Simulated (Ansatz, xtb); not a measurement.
C2H7GeNSi: 4 structures ranked

4 gas-phase structures of C2H7GeNSi, from a drawn sample of its isomers (lower ones may exist). Each was relaxed with GFN2-xTB; where two conformers were screened, the lower at r2SCAN-D4/def2-SVP is listed:

A. `[CH3][GeH2][SiH2]C#N`, a singlet
B. `[CH3][Ge@@H]([SiH3])[C]#N`, a singlet
C. `C[SiH2][GeH2][C]#N`, a singlet
D. `C[Si@@H]([GeH3])C#N`, a singlet

Problem. Make a reasoned guess at their ranking by r2SCAN-D4/def2-SVP single-point energy.

Solution. Calculated order at r2SCAN-D4/def2-SVP: D (0.000), A (0.160), C (0.162), B (0.260) eV. Less than 1 kcal/mol parts A and C, so the order within that pair means little.

Energies above the lowest of each column, in eV; the last columns are at B3LYP-D3(BJ)/def2-SVP geometries:

| structure | GFN2-xTB | HF/STO-3G | r2SCAN-D4/def2-SVP | B3LYP-D3(BJ)/def2-SVP | CCSD(T)/def2-SVP + ΔMP2/def2-TZVPP |
| --- | --- | --- | --- | --- | --- |
| D | 0.276 | 0.000 | 0.000 | 0.000 | 0.000 |
| A | 0.189 | 0.173 | 0.160 | 0.166 | 0.134 |
| C | 0.078 | 0.101 | 0.162 | 0.164 | 0.131 |
| B | 0.000 | 0.180 | 0.260 | 0.267 | 0.184 |

CCSD(T)/def2-SVP + ΔMP2/def2-TZVPP puts D lowest; GFN2-xTB picks B. CCSD(T)/def2-SVP + ΔMP2/def2-TZVPP orders those it was run on as D (0.000), C (0.131), A (0.134), B (0.184) eV. Less than 1 kcal/mol parts C and A, so the order within that pair means little. Flexible structures stand in one conformer each, not always the lowest. D keeps a small imaginary mode. ΔMP2 is the change of the MP2 energy from the smaller to the larger basis.

Over these structures GFN2-xTB departs from r2SCAN-D4/def2-SVP by 0.162 eV on average once a common shift is removed. A GFN2-xTB relaxation took about 0.068 s and the r2SCAN-D4/def2-SVP energy about 1.4 s on a shared host (Ansatz 0.2.0, xtb 6.7.1).
